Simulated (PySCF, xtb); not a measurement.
CH4FGaO2, SMILES [F][Ga]([OH])[O]C.

GFN2-xTB (xtb) at its own geometry gives an orbital gap of 3.43 eV and a dipole moment of 2.86 D.

Geometry: PBE0-D3(BJ)/def2-SVP. The structure was generated by enumeration; whether it is a known compound was not checked. The values are those of a single conformer.

Problem. What does r2SCAN/def2-TZVP run with PySCF give? (The exact figures need the calculation; the answer reports its results.)

Solution. gap 5.19 eV (levels -7.07 and -1.88 eV), dipole 1.69 D.
